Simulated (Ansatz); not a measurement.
Computed with Ansatz on PBE0-D4/def2-TZVP structures; ΔE is electronic, products minus reactants. CBS: MP2 limit from def2 TZ/QZ plus the TZ coupled-cluster correction, frozen cores. This one scheme is used for every species. Functionals use def2-TZVPP. For Ge outer-core shells are correlated without core-valence functions, which leaves a few kJ/mol of doubt a bond. Scalar relativity is left out up to krypton. One conformer a species, not always the lowest.

`[SiH3][GeH2][SiH2][GeH2][GeH3]` + H–F → `F[SiH2][GeH2][SiH3]` + `[GeH3][GeH3]`  (cleavage of the Si–Ge bond)

```
         level  ΔE (kcal/mol)
        B2PLYP          -24.5
MP2/def2-TZVPP          -19.1
```

What does CCSD(T)/CBS give? (An estimate is asked.)

Ansatz gave: -19.6 kcal/mol. The listed levels differ from it by -4.9, 0.5 kcal/mol.

Largest T1 diagnostic among the species: 0.012.

In def2-TZVPP, CCSD(T) changes the Hartree–Fock value by +11.6 kcal/mol (the triples alone add +1.7 kcal/mol) and MP2 by +12.2 kcal/mol. The D4 term adds +5.2 kcal/mol with B3LYP and +3.1 kcal/mol with PBE0; it sums over pairs of atoms, weighted by their polarisabilities, and B3LYP, whose exchange is more repulsive, gets the larger term.

B3LYP here is the variant with VWN-RPA as its local correlation; programs differ in this.
